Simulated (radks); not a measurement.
Charge is removed step by step from the 3s1/2 level of Ho36+, starting from [Ar] 3d10 4s2 4p1. Method: Dirac Kohn-Sham, PBE, spin-unpolarised, spherical densities, finite nucleus; open shells are shared between the two j in proportion to 2j + 1; Fermi nuclear charge, rms radius 5.2022 fm; computed with a radial shooting solver on a logarithmic mesh with Libxc functionals.

| removed (e) | E - E(0) (eV) | eigenvalue (eV) | E minus straight line (eV) |
|---|---|---|---|
| 0 | 0.000 | -3507.6 | 0.000 |
| 0.1 | 351.25 | -3517.4 | -4.423 |
| 0.2 | 703.48 | -3527.2 | -7.864 |
| 0.3 | 1056.7 | -3537.0 | -10.324 |
| 0.4 | 1410.9 | -3546.8 | -11.802 |
| 0.5 | 1766.1 | -3556.7 | -12.297 |
| 0.6 | 2122.2 | -3566.5 | -11.807 |
| 0.7 | 2479.4 | -3576.4 | -10.334 |
| 0.8 | 2837.5 | -3586.2 | -7.875 |
| 0.9 | 3196.6 | -3596.1 | -4.431 |
| 1 | 3556.7 | -3605.9 | 0.000 |

Removing the whole electron costs 3556.7 eV by Delta-SCF, against 3507.6 eV from minus the eigenvalue at the starting occupation. Slater's transition state (half an electron removed) gives 3556.7 eV. Integrating minus the eigenvalue over the occupation (Janak's theorem) gives 3556.7 eV. The mean slope of the eigenvalue, de/dn, is 98.4 eV per electron.
